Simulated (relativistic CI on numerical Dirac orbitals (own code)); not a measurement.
Crystal-field levels of Eu3+, 4f6

Calculated by Dirac-Coulomb-Breit CI, orbitals from a KLI potential per configuration, QED by a radiative potential, valence Slater integrals scaled by 0.75, one configuration in a parametric crystal field (own radial code).

Field parameters in Wybourne normalisation. The field is a parameter set, without covalency.

S and J are read from ⟨S²⟩ = S(S + 1) and ⟨J²⟩ = J(J + 1) of each level; they are not fictitious spins.

D4h, B20 = -1180, B40 = 1270, B44 = -380, B60 = 140, B64 = 150 cm⁻¹, the lowest 10 levels:

| E (cm⁻¹) | Degeneracy | Irrep | S | J |
| --- | --- | --- | --- | --- |
| 0.0 | 1 | A1 | 2.92 | 0.38 |
| 220 | 1 | A2 | 2.94 | 1.12 |
| 575 | 2 | E | 2.94 | 1.16 |
| 1055 | 1 | A1 | 2.95 | 1.92 |
| 1193 | 2 | E | 2.96 | 2.05 |
| 1224 | 1 | B2 | 2.96 | 2.11 |
| 1349 | 1 | B1 | 2.96 | 2.08 |
| 1997 | 1 | B1 | 2.97 | 3.08 |
| 2043 | 1 | B2 | 2.97 | 3.01 |
| 2120 | 2 | E | 2.97 | 3.04 |

D3h, B20 = 990, B40 = -180, B60 = -390, B66 = 580 cm⁻¹, the lowest 10 levels:

```tsv
E (cm⁻¹)	Degeneracy	S	J
0.0	1	2.92	0.16
351	2	2.94	1.03
628	1	2.93	1.07
1060	2	2.96	2.03
1202	2	2.96	2.04
1322	1	2.95	2.00
1963	1	2.97	3.02
1999	1	2.97	3.04
2041	2	2.97	3.04
2103	1	2.97	3.00
```

The next free-ion level lies 428 cm⁻¹ above the lowest; the ground level cannot split, and the field only mixes in higher J.

Levels of this model without a field, named by their leading LS term (the scale mimics covalency, so terms lie below those of the real free ion): ⁷F0 0, ⁷F1 428, ⁷F2 1144, ⁷F3 2029, ⁷F4 3006, ⁷F5 4025, ⁷F6 5049, ⁵D0 14049 cm⁻¹.
